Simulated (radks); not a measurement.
The numbers below are computed, except where a source is named.
Polarisability of the tellurium ion Te2+, [Kr] 4d10 5s2 5p2, at imaginary frequency. Code: a radial shooting solver on a logarithmic mesh with Libxc functionals. Model: non-relativistic Kohn-Sham, LDA (Slater exchange, VWN5 correlation), spin-unpolarised, spherical densities, point nucleus; relativity is left out, which matters for an element this heavy. Response by self-consistent Sternheimer equations with the Hartree and adiabatic LDA kernel.

| w (hartree) | alpha1(iw) (bohr^3) |
|---|---|
| 0.00266 | 15.71 |
| 0.0143 | 15.69 |
| 0.0360 | 15.63 |
| 0.0697 | 15.41 |
| 0.118 | 14.90 |
| 0.186 | 13.87 |
| 0.280 | 12.13 |
| 0.413 | 9.732 |
| 0.605 | 7.067 |
| 0.892 | 4.692 |
| 1.35 | 2.916 |
| 2.12 | 1.699 |
| 3.59 | 0.8646 |
| 6.94 | 0.3261 |
| 17.5 | 0.07320 |

Static values: alpha1 = 15.71 bohr^3 (2.327 angstrom^3; uncoupled 27.68). C6 = 105.8, triple-dipole C9 = 1172 atomic units. One-pole (London) frequency 4 C6 / (3 alpha1^2) = 0.572 hartree, against 0.827 for minus the highest occupied eigenvalue. The dipole shielding factor is 0.962, as the force sum rule N/Z = 0.962 demands.
